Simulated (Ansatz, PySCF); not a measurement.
CH₄OSZn, SMILES [O]([Zn][SH])C.

Geometry optimised at r2SCAN-D4/def2-SVP. The values are those of a single conformer.

Vertical ionisation energy (IE) and electron affinity (EA) in eV. Rows of orbital energies are one-electron estimates. Where ΔSCF, EOM or ADC give a negative EA the extra electron is unbound and the value depends on the basis.

| level | IE | EA |
|---|---|---|
| −ε(HOMO), −ε(LUMO), M06-2X/def2-TZVP (PySCF) | 8.67 | 0.41 |
| −ε(HOMO), −ε(LUMO), PBE/def2-TZVP (PySCF) | (withheld) | (withheld) |
| ΔSCF, PBE0/def2-SVPD (Ansatz), final states of multiplicity 2 and 2 | 9.49 | -0.31 |
| ΔSCF, PBE/def2-SVPD (Ansatz), final states of multiplicity 2 and 2 | 9.05 | -0.19 |

Fill in the missing entries. (Estimate from the structure and the level; the computed values follow.)


- −ε(HOMO), −ε(LUMO), PBE/def2-TZVP (PySCF), IE: 6.05
- −ε(HOMO), −ε(LUMO), PBE/def2-TZVP (PySCF), EA: 1.85

What vertical singlet–triplet gap does ΔSCF give with PBE0/def2-SVPD (Ansatz, a program for electronic structure) and with PBE/def2-SVPD (Ansatz)? (Estimate from the structure and the level; the computed values follow.)

4.75 and 4.22 eV (triplet above singlet where positive).
